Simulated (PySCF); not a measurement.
# Ionisation energy of V²⁺ by level of theory

V²⁺ [Ar] 3d3 (4F) → V³⁺ [Ar] 3d2 (3F), as a difference of total energies. All numbers are calculated (PySCF 2.14, scalar relativity by spin-free X2C-1e, in x2c-TZVPPall (6s5p4d2f1g, 64 functions)). Correlated levels: valence and next inner shell: [Ne] frozen. The calculations carry no spin-orbit coupling.

Problem. Order these methods by the ionisation energy they give, lowest first.
A. SCS-MP2 (valence and next inner shell)
B. CCSD(T) (valence and next inner shell)
C. CCSD (valence and next inner shell)
D. MP2 (valence and next inner shell)

Solution. A (28.860 eV), C (28.991 eV), B (29.013 eV), D (29.126 eV).

A first-order spin-orbit estimate (lowest level to lowest level, LS coupling) adds -0.008 eV.

Errors of the correlated levels include the incompleteness of this basis and the frozen core.

For comparison: 29.311 eV (measured; NIST Atomic Spectra Database, ionization energies).
